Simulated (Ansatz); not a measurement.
Steps of a relaxation of CH6FNSi2 (`F[SiH]1C[SiH2]N1`) with RKS PBE-D4/def2-SVP.

```sh
$ ansatz run in.yaml --threads 4 --pin off --events-out ev --progress --plain --max-ram 10444MiB
```

```yaml
crystal:
  periodic: [false, false, false]
  atoms:
    - {symbol: F, position_ang: [-0.334200, 1.593300, 1.513100]}
    - {symbol: Si, position_ang: [0.310000, 1.182800, 0.139700]}
    - {symbol: C, position_ang: [1.070700, -0.508000, 0.264500]}
    - {symbol: Si, position_ang: [-0.533400, -1.060800, -0.293400]}
    - {symbol: N, position_ang: [-0.897800, 0.506800, -0.860300]}
    - {symbol: H, position_ang: [1.058300, 2.272800, -0.552100]}
    - {symbol: H, position_ang: [1.930500, -0.704600, -0.433700]}
    - {symbol: H, position_ang: [1.432800, -0.808700, 1.274600]}
    - {symbol: H, position_ang: [-0.605900, -1.991800, -1.388700]}
    - {symbol: H, position_ang: [-1.560800, -1.371100, 0.820700]}
    - {symbol: H, position_ang: [-1.804700, 0.832300, -0.463800]}
basis:
  gaussian: {orbitals: def2-SVP}
hamiltonian: {xc: pbe, dispersion: d4}
relax: {f_tol: 0.03, max_steps: 200}
```

Positions (Å) and forces (eV/Å) along the path, 10 of 10 steps:

```xyz
11
step=1 energy=-21075.8043 eV
F    -0.334    1.593    1.513   -0.805    1.125    2.381
Si    0.310    1.183    0.140    2.202    0.140   -2.255
C     1.071   -0.508    0.265    3.300   -0.253    1.309
Si   -0.533   -1.061   -0.293   -2.109   -2.082    0.563
N    -0.898    0.507   -0.860   -2.662    2.001   -0.286
H     1.058    2.273   -0.552    0.106    0.356    0.405
H     1.931   -0.705   -0.434   -0.419    0.112    0.172
H     1.433   -0.809    1.275   -0.098    0.020   -0.143
H    -0.606   -1.992   -1.389   -0.010   -1.154   -0.740
H    -1.561   -1.371    0.821    0.521   -0.303   -0.328
H    -1.805    0.832   -0.464   -0.025    0.038   -1.078
11
step=2 energy=-21076.4582 eV
F    -0.232    1.713    1.526   -0.351    0.654    1.172
Si    0.327    1.206    0.109    1.129    0.018   -0.898
C     1.076   -0.513    0.294    1.418    0.146    0.209
Si   -0.569   -1.066   -0.327   -1.151   -1.574    0.337
N    -0.982    0.557   -0.839   -1.061    0.739    0.393
H     1.112    2.314   -0.526   -0.024    0.075    0.113
H     1.925   -0.715   -0.398   -0.128    0.031    0.013
H     1.417   -0.816    1.307   -0.194    0.063   -0.053
H    -0.610   -2.084   -1.408    0.064   -0.208   -0.286
H    -1.495   -1.552    0.794    0.223    0.047   -0.254
H    -1.903    0.900   -0.511    0.075    0.010   -0.746
11
step=3 energy=-21076.7279 eV
F    -0.117    1.862    1.575    0.090   -0.107   -0.170
Si    0.354    1.224    0.123   -0.238   -0.072    0.087
C     1.086   -0.516    0.299    0.020    0.175   -0.126
Si   -0.615   -1.128   -0.312    0.010   -0.038   -0.180
N    -1.028    0.558   -0.765   -0.473    0.189    0.838
H     1.133    2.336   -0.513   -0.034   -0.043   -0.094
H     1.919   -0.720   -0.402    0.038   -0.054   -0.010
H     1.399   -0.805    1.319   -0.033   -0.017    0.069
H    -0.582   -2.124   -1.458   -0.036    0.197    0.119
H    -1.495   -1.688    0.778    0.019   -0.027   -0.030
H    -1.988    0.944   -0.623    0.638   -0.203   -0.502
11
step=4 energy=-21076.8364 eV
F    -0.065    1.903    1.581    0.347    0.126    0.020
Si    0.363    1.230    0.139   -0.304    0.068    0.260
C     1.092   -0.507    0.318   -0.156    0.015   -0.024
Si   -0.614   -1.120   -0.300   -0.068    0.100    0.120
N    -1.083    0.576   -0.574    0.863   -0.899    0.014
H     1.108    2.286   -0.619   -0.004    0.043    0.020
H     1.930   -0.749   -0.361    0.073    0.020   -0.055
H     1.369   -0.810    1.348   -0.065    0.062   -0.041
H    -0.590   -2.015   -1.513    0.005    0.068   -0.041
H    -1.448   -1.797    0.758    0.006   -0.065   -0.021
H    -1.996    0.946   -0.756   -0.698    0.462   -0.251
11
step=5 energy=-21076.5521 eV rejected
F     0.058    1.973    1.613    0.368    0.004   -0.236
Si    0.367    1.235    0.165   -0.116    0.362    0.341
C     1.089   -0.501    0.337   -0.241   -0.206    0.238
Si   -0.619   -1.135   -0.275    0.033    0.134    0.121
N    -1.118    0.568   -0.422   -3.309    0.701   -2.177
H     1.084    2.244   -0.692   -0.082   -0.020    0.117
H     1.935   -0.757   -0.329    0.042    0.059   -0.050
H     1.341   -0.802    1.378    0.005    0.061   -0.104
H    -0.591   -1.925   -1.562    0.004    0.065    0.016
H    -1.410   -1.936    0.740    0.061    0.056   -0.103
H    -2.070    0.981   -0.933    3.233   -1.215    1.838
11
step=6 energy=-21076.8822 eV
F     0.019    1.951    1.590    0.206    0.070   -0.055
Si    0.355    1.234    0.144   -0.138    0.017    0.240
C     1.076   -0.507    0.335   -0.093    0.035   -0.111
Si   -0.619   -1.129   -0.297    0.014    0.022    0.118
N    -1.101    0.563   -0.532    0.362   -0.487    0.007
H     1.090    2.264   -0.660   -0.031    0.019    0.018
H     1.925   -0.742   -0.337    0.021    0.005   -0.005
H     1.345   -0.799    1.369   -0.037    0.028    0.007
H    -0.576   -1.975   -1.543    0.001    0.046   -0.033
H    -1.445   -1.865    0.729    0.004   -0.019   -0.025
H    -2.004    0.948   -0.778   -0.310    0.264   -0.163
11
step=7 energy=-21076.9066 eV
F     0.107    1.998    1.593    0.063    0.022   -0.027
Si    0.346    1.233    0.156   -0.052    0.013    0.049
C     1.063   -0.507    0.349   -0.012    0.003   -0.024
Si   -0.620   -1.139   -0.292   -0.022    0.012    0.025
N    -1.124    0.549   -0.483    0.077   -0.117   -0.004
H     1.051    2.242   -0.703   -0.017   -0.001    0.015
H     1.923   -0.743   -0.310    0.003    0.006    0.012
H     1.316   -0.790    1.390   -0.005    0.008    0.001
H    -0.562   -1.929   -1.575    0.001    0.012   -0.010
H    -1.436   -1.928    0.701    0.003   -0.014   -0.011
H    -2.000    0.958   -0.806   -0.039    0.057   -0.027
11
step=8 energy=-21076.9093 eV
F     0.157    2.027    1.583   -0.007    0.004   -0.015
Si    0.344    1.231    0.155    0.013    0.010    0.041
C     1.056   -0.509    0.361    0.002    0.002   -0.034
Si   -0.621   -1.143   -0.295    0.013   -0.011    0.016
N    -1.135    0.543   -0.458   -0.022   -0.005    0.005
H     1.032    2.224   -0.733    0.003    0.001   -0.004
H     1.928   -0.741   -0.283   -0.002   -0.016    0.007
H     1.295   -0.783    1.407   -0.006    0.003   -0.002
H    -0.552   -1.899   -1.597    0.005   -0.001   -0.006
H    -1.434   -1.966    0.673    0.001    0.005   -0.003
H    -2.004    0.960   -0.793   -0.001    0.007   -0.004
11
step=9 energy=-21076.9090 eV rejected
F     0.158    2.029    1.583   -0.002    0.004    0.013
Si    0.343    1.231    0.157    0.013   -0.002   -0.072
C     1.056   -0.508    0.357   -0.010    0.000    0.018
Si   -0.620   -1.144   -0.296   -0.011    0.006    0.019
N    -1.138    0.543   -0.452    0.004   -0.001    0.008
H     1.034    2.220   -0.734   -0.008    0.014    0.001
H     1.927   -0.757   -0.282    0.012    0.027    0.008
H     1.291   -0.767    1.408    0.000   -0.045    0.005
H    -0.547   -1.895   -1.601    0.002    0.000    0.001
H    -1.432   -1.969    0.670   -0.003   -0.003   -0.007
H    -2.006    0.960   -0.789    0.001    0.001    0.006
11
step=10 energy=-21076.9096 eV
F     0.160    2.032    1.579   -0.002    0.003   -0.006
Si    0.344    1.232    0.154    0.003    0.005    0.013
C     1.056   -0.509    0.360    0.005   -0.001   -0.007
Si   -0.620   -1.144   -0.296   -0.001   -0.002    0.003
N    -1.137    0.542   -0.451   -0.007   -0.001    0.000
H     1.031    2.221   -0.739    0.001   -0.001    0.000
H     1.930   -0.747   -0.277   -0.002   -0.004    0.003
H     1.289   -0.781    1.409   -0.002    0.001   -0.004
H    -0.547   -1.894   -1.601    0.001    0.000   -0.002
H    -1.433   -1.970    0.668    0.001    0.000   -0.001
H    -2.006    0.961   -0.786    0.002    0.000    0.000
```

It took 23 s on 4 threads of an Arm Neoverse N1 on a shared host, with 0.15 GiB of host memory at the peak.
